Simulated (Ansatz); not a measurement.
NbOCl, SMILES [O]=[Nb][Cl] (connectivity only; charge and spin as stated), neutral, multiplicity 3.

Coordinates come from a r2SCAN-D4/def2-TZVP optimisation. The spin state was assumed, not searched. The def2 effective core potentials stand for the cores of Nb; spin–orbit coupling is left out.

Two levels are set side by side: PBE/def2-TZVPD (Ansatz, an electronic-structure program) and PBE0/def2-TZVPD (Ansatz). Energy differences of separate SCF runs at the same geometry; the states with an electron removed or added have multiplicity 2 and 4. Differences are taken from unrounded values.

```json
[
 {"quantity": "vertical ionisation energy (eV)", "PBE0": "8.07"},
 {"quantity": "vertical electron affinity (eV)", "PBE0": "1.44"}
]
```

Question: What does PBE give, and how far is it from PBE0? (The exact figures need the calculation; the answer reports its results.)

Answer: 
| quantity | PBE | PBE minus PBE0 |
|---|---|---|
| vertical ionisation energy (eV) | 7.87 | -0.20 |
| vertical electron affinity (eV) | 1.32 | -0.11 |
